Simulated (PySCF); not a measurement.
As²⁺ (arsenic, charge +2): UHF calculation

Configuration: [Ar] 3d10 4s1 4p1 5s1, high-spin 4P determinant (an excited configuration). Calculation: PySCF 2.14, in aug-cc-pwCVDZ-PP with ECP10MDF (6s5p4d1f, 48 functions); scalar relativity through the core potential.

* Total energy: -329.422504 hartree
* One-electron energy: -563.7305 hartree
* Hartree (Coulomb) energy: 259.3650 hartree
* Exchange energy: -25.0570 hartree
* ⟨S²⟩: 3.7506
* ⟨L²⟩: 3.091
* Sum of ⟨r⟩: 19.53 bohr
* Sum of ⟨r²⟩: 37.09 bohr²
* Traceless quadrupole moment −½Σ⟨3z² − r²⟩ along its main axis: -7.00 e·bohr²

```csv
shell,electrons,mean orbital energy (eV),spread (eV),"rms radius, mean of both spins (bohr)"
3s α,1,-249.02,0,0.641
3s β,1,-247.87,0,0.641
3p α,3,-192.08,0.049,0.667
3p β,3,-191.40,0.653,0.667
3d α,5,-85.077,0.311,0.737
3d β,5,-84.587,0.671,0.737
4s α,1,-44.993,0,1.88
4p α,1,-32.695,0,2.23
5s α,1,-14.870,0,4.43
```

⟨L²⟩ = 3.09 against 2 for a pure P term, so this real determinant mixes terms. Energies and moments cover only the electrons outside the core potential. The outer electron is Rydberg-like, and this basis confines it to a smaller radius and binds it less than a complete one would.
